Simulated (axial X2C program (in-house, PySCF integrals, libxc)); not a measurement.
**Bond lengths and stretching modes, held linear, of HInH⁻**

Calculated with an axial X2C code built on PySCF integrals: two-component X2C with atomic mean-field Coulomb and Gaunt terms, Gaussian nuclei, basis H dyall-v3z, In dyall-v3z with contracted cores. Spin-free rows use the one-electron spin-free X2C Hamiltonian.

Masses H 1.008, In 114.904, H 1.008 u. States: 2c Ω = 1 (beyond evenly filled blocks: ω = -1/2, ω = 3/2); spin-free M_S = 1, Λ = 0 (beyond evenly filled blocks: π+α, π-α).

MP2, 2c: energies above the lowest point

```json
{"r(H–In) (Å)": "1.6341", "r(In–H) (Å)": "1.6341", "E (meV)": "4.15"}
{"r(H–In) (Å)": "1.6341", "r(In–H) (Å)": "1.6760", "E (meV)": "2.05"}
{"r(H–In) (Å)": "1.6341", "r(In–H) (Å)": "1.7179", "E (meV)": "23.67"}
{"r(H–In) (Å)": "1.6760", "r(In–H) (Å)": "1.6341", "E (meV)": "2.05"}
{"r(H–In) (Å)": "1.6760", "r(In–H) (Å)": "1.6760", "E (meV)": "0.00"}
{"r(H–In) (Å)": "1.6760", "r(In–H) (Å)": "1.7179", "E (meV)": "21.54"}
{"r(H–In) (Å)": "1.6760", "r(In–H) (Å)": "1.7598", "E (meV)": "63.14"}
{"r(H–In) (Å)": "1.7179", "r(In–H) (Å)": "1.6341", "E (meV)": "23.67"}
{"r(H–In) (Å)": "1.7179", "r(In–H) (Å)": "1.6760", "E (meV)": "21.54"}
{"r(H–In) (Å)": "1.7179", "r(In–H) (Å)": "1.7179", "E (meV)": "42.94"}
{"r(H–In) (Å)": "1.7598", "r(In–H) (Å)": "1.6760", "E (meV)": "63.14"}
{"r(H–In) (Å)": "1.7598", "r(In–H) (Å)": "1.7598", "E (meV)": "125.57"}
```

Fit a quadratic surface with cubic terms in each bond: where is the minimum, and what are the two stretching wavenumbers?

At MP2, 2c: bonds 1.658 and 1.658 Å; harmonic stretches 1957.9 and 1985.0 cm⁻¹; force constants 2.29, 2.29 and coupling -0.01 mdyn/Å.

The other levels and Hamiltonians give:

```json
{"Hamiltonian": "2c", "level": "PBE0", "r(H–In) (Å)": "1.674", "r(In–H) (Å)": "1.674", "lower stretch (cm⁻¹)": "1907.7", "upper stretch (cm⁻¹)": "1941.4"}
{"Hamiltonian": "2c", "level": "HF", "r(H–In) (Å)": "1.693", "r(In–H) (Å)": "1.693", "lower stretch (cm⁻¹)": "1896.8", "upper stretch (cm⁻¹)": "1928.5"}
{"Hamiltonian": "2c", "level": "BHandHLYP", "r(H–In) (Å)": "1.669", "r(In–H) (Å)": "1.669", "lower stretch (cm⁻¹)": "1946.9", "upper stretch (cm⁻¹)": "1976.8"}
{"Hamiltonian": "spin-free", "level": "PBE0", "r(H–In) (Å)": "1.674", "r(In–H) (Å)": "1.674", "lower stretch (cm⁻¹)": "1908.6", "upper stretch (cm⁻¹)": "1943.3"}
{"Hamiltonian": "spin-free", "level": "HF", "r(H–In) (Å)": "1.693", "r(In–H) (Å)": "1.693", "lower stretch (cm⁻¹)": "1897.6", "upper stretch (cm⁻¹)": "1930.2"}
{"Hamiltonian": "spin-free", "level": "BHandHLYP", "r(H–In) (Å)": "1.669", "r(In–H) (Å)": "1.669", "lower stretch (cm⁻¹)": "1947.7", "upper stretch (cm⁻¹)": "1979.1"}
{"Hamiltonian": "spin-free", "level": "MP2", "r(H–In) (Å)": "1.658", "r(In–H) (Å)": "1.658", "lower stretch (cm⁻¹)": "1958.6", "upper stretch (cm⁻¹)": "1986.8"}
```

Each state is one determinant, the lowest of a limited PBE0 search; the stretches come from a fit to these few points and carry an uncertainty of a few per cent. Other orders of the atoms were not compared. MP2 freezes inner shells (threshold -2 hartree). For an anion the highest level of a functional can be positive, and the basis then holds the extra electron. The molecule was held linear; bending was not examined, so a bent shape may lie lower. Open-shell Ω = 0 determinants with evenly filled partner blocks cannot be reached by this program, so the Ω shown need not be the lowest component. Note: several unpaired electrons, one determinant need not be a pure state.
